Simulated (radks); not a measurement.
Values are calculated unless marked as measured or tabulated.
Q: The mean radii <r> (bohr) of the occupied orbitals of an atom or ion are listed with their occupations. Level of theory: scalar-relativistic Kohn-Sham, PBE, spin-unpolarised, spherical densities, point nucleus (a radial shooting solver on a logarithmic mesh with Libxc functionals).

orbital  occ.      <r>
1s          2  0.02318
2s          2  0.09896
2p          6  0.08711
3s          2   0.2605
3p          6   0.2588
3d         10   0.2362
4s          2   0.5920
4p          6   0.6264
4d         10   0.6848
5s          2    1.405
5p          6    1.613
4f          4   0.9372

Name the element and its charge.

A: Z = 61, promethium, charge +3: Pm3+ in [Xe] 4f4. The 1s radius gives Z: for a bare nucleus <r> = (2 gamma + 1)/(2Z) with gamma = sqrt(1 - (Z/c)^2), 0.02288 bohr for Z = 61, and screening makes it slightly larger (0.02318 here). The occupations add up to 58, and the charge is Z minus that.
